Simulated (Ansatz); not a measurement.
Compare A (`CC([SiH3])[SiH2]F`) with its isomer B (`C[SiH2]C[SiH2]F`).

Gas-phase electronic energies from Ansatz, PBE0-D4/def2-TZVP geometries. CBS: MP2 limit from def2 TZ/QZ plus the TZ coupled-cluster correction, frozen cores. DFT in def2-TZVPP. B3LYP here is the variant with VWN-RPA as its local correlation; programs differ in this. One conformer a species, not always the lowest.

A:

Z-matrix (Å, degrees):
```
C
C 1 1.537
H 1 1.093 2 111.6
H 1 1.094 2 111.2 3 -119.9
H 1 1.093 2 111.5 3 120.4
Si 2 1.881 1 111.1 3 -176.9
Si 2 1.857 1 111.9 3 57.4
H 2 1.099 1 110.0 3 -60.3
H 6 1.488 2 110.1 1 -61.8
H 6 1.488 2 109.5 1 57.2
H 6 1.488 2 111.2 1 177.7
F 7 1.606 2 109.4 1 -56.2
H 7 1.485 2 110.9 1 61.5
H 7 1.484 2 111.6 1 -174.8
```

B:

Z-matrix (Å, degrees):
```
C
Si 1 1.867
H 1 1.092 2 110.7
H 1 1.092 2 110.8 3 -120.4
H 1 1.093 2 110.8 3 119.9
C 2 1.881 1 111.4 3 -59.2
H 2 1.490 1 110.1 3 179.8
H 2 1.491 1 110.3 3 61.4
Si 6 1.851 2 115.6 1 70.9
H 6 1.096 2 109.1 1 -53.3
H 6 1.097 2 108.3 1 -169.2
F 9 1.607 6 109.5 2 -52.0
H 9 1.484 6 110.9 2 66.1
H 9 1.485 6 112.4 2 -170.4
```

Which is lower in electronic energy at CCSD(T)/CBS, and by how much? (Best estimate.)

Computed: B, by 14.1 kcal/mol.

Give E(B) − E(A) in kcal/mol with B3LYP, B2PLYP, CCSD/def2-TZVPP, PBE0-D4, HF/def2-TZVPP, r2SCAN-D4, CCSD(T)/def2-TZVPP. (Best estimate.)

Computed: B3LYP -14.8, B2PLYP -14.5, CCSD/def2-TZVPP -13.9, PBE0-D4 -14.4, HF/def2-TZVPP -14.5, r2SCAN-D4 -15.1, CCSD(T)/def2-TZVPP -13.8. None reverses the order clearly.

Largest T1 diagnostic: 0.011.
